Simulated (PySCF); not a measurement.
These compounds are isomers of formula C5H11ClOSi.

A. SMILES C(=C(\C)[SiH3])(/Cl)CCO
B. SMILES C(Cl)CO[SiH]1CCC1
C. SMILES C=C[Si@@H](Cl)[C@H](C)OC

Spectrum 1. 1H NMR (500 MHz, computed): δ 5.54 (m, 1H), 4.16 (t, 2H), 3.67 (t, 2H), 1.88 (m, 1H), 1.72 (m, 2H), 1.59 (m, 1H), 1.51 (m, 2H). 13C{1H} NMR (computed): δ 70.7 (CH2), 54.0 (CH2), 25.4 (CH2), 14.5 (CH2).

Spectrum 2. 1H NMR (500 MHz, computed): δ 6.66 (m, 1H), 6.43 (m, 1H), 6.35 (m, 1H), 5.19 (m, 1H), 3.50 (s, 3H), 3.22 (m, 1H), 1.31 (d, 3H). 13C{1H} NMR (computed): δ 146.0 (CH2), 137.0 (CH), 76.6 (CH), 59.7 (CH3), 14.5 (CH3).

Spectrum 3. 1H NMR (500 MHz, computed): δ 4.22 (s, 3H), 3.93 (t, 2H), 2.75 (t, 2H), 2.14 (s, 3H), 0.89 (br s, 1H). 13C{1H} NMR (computed): δ 152.8 (C), 138.0 (C), 64.6 (CH2), 44.0 (CH2), 22.9 (CH3).

[PySCF 2.14.0 with density-fitted response routines: shielding tensors at PBE0/pcSseg-1 (GIAO); GFN2-xTB structure; relativity neglected; single conformer; in vacuum; rapidly exchanging positions averaged]

Referencing at the same level of theory: 1H and 13C against TMS. Where no couplings were computed, multiplicities follow the n + 1 count of equivalent neighbours, and m marks all less simple cases (inequivalent or close neighbours, rings, F or P nearby). Shifts are as computed. Against solution values, carbons near 30 ppm lie about +3 ppm off and those near 130 ppm about +5 ppm; carbons on Cl a further +6 ppm. Of 1211 compounds with measured shifts, 218 miss one by over three times the rms of a fit or turn the order of signals round; such compounds aren't used in these exercises. Carbons bonded to Cl come out too deshielded. OH and NH positions are gas-phase values without hydrogen bonding to other molecules.

Q: Match each spectrum to its structure.

A: 1–B, 2–C, 3–A.

- Spectrum 1 (B): 4 13C signals; δC 70.7 is an sp3 CH2 bonded to O; δC 54.0 is an sp3 CH2 bonded to Cl.
- Spectrum 2 (C): 5 13C signals; δC 146.0 is a terminal =CH2 carbon; δC 137.0 is an alkene CH.
- Spectrum 3 (A): 5 13C signals; δC 152.8 is a fully substituted alkene carbon; δC 138.0 is a fully substituted alkene carbon.
